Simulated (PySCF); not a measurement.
## Assignment exercise: C$_{5}$H$_{14}$OSi$_{2}$

Mapped SMILES: `[CH3:1]/[CH:2]=[CH:3]/[CH2:4][SiH2:5][O:6][CH2:7][SiH3:8]`. Each H is labelled by its parent atom.

Theory: geometry: GFN2-xTB, PBE0/pcSseg-1 with gauge-including orbitals, in PySCF 2.14 (one averaged value for each set of equivalent atoms, no relativistic terms, no solvent, one computed conformer).

Scale: $^{13}$C (σref 186.93), $^{1}$H (σref 31.72) vs TMS (reference shieldings calculated alike).

(1) Assign these signals to the numbered atoms. $^{13}$C{$^{1}$H} NMR (computed): δ 133.7 (CH), 129.8 (CH), 53.9 (CH2), 24.8 (CH2), 22.3 (CH3).

(2) Assign these signals to the numbered atoms. $^{1}$H NMR (400 MHz, computed): δ 5.72 (m, 1H), 5.57 (m, 1H), 4.67 (t, 2H), 3.90 (m, 3H), 3.84 (m, 2H), 1.99 (m, 2H), 1.77 (d, 3H).

Answers

(1) 
133.7 → C2, alkene CH: an sp2 carbon of a C=C bond
129.8 → C3, alkene CH
53.9 → C7, sp3 CH2 bonded to O and Si: the inductive effect lowers its shielding
24.8 → C4, allylic sp3 CH2 bonded to Si
22.3 → C1, allylic methyl carbon: saturated and bonded to C and H only

(2) 
5.72 → H(C2), hydrogen on an alkene CH: a vinylic proton, deshielded by the sp2 carbon and the C=C anisotropy
5.57 → H(C3), hydrogen on an alkene CH
4.67 → H(Si5), hydrogen on a silicon bonded to C, O
3.90 → H(Si8), hydrogen on a silicon bonded to C
3.84 → H(C7), hydrogen on an sp3 CH2 bonded to O and Si: its carbon carries O, an electronegative neighbour
1.99 → H(C4), hydrogen on an allylic sp3 CH2 bonded to Si: allylic position
1.77 → H(C1), hydrogen on an allylic methyl carbon: allylic position

H(Si8) and H(C7) lie closer than the usual error of such a calculation, so a measured spectrum could show them in the other order.

Shifts are as computed. Against solution values, carbons near 30 ppm lie about +3 ppm off and those near 130 ppm about +5 ppm. Of 1211 compounds with measured shifts, 218 miss one by over three times the rms of a fit or turn the order of signals round; such compounds aren't used in these exercises. No couplings were computed; multiplicities are counted from neighbouring protons, with m where these are inequivalent, close in shift, in a saturated or five-membered ring or joined by F or P, and br s for small geminal =CH2 splittings.
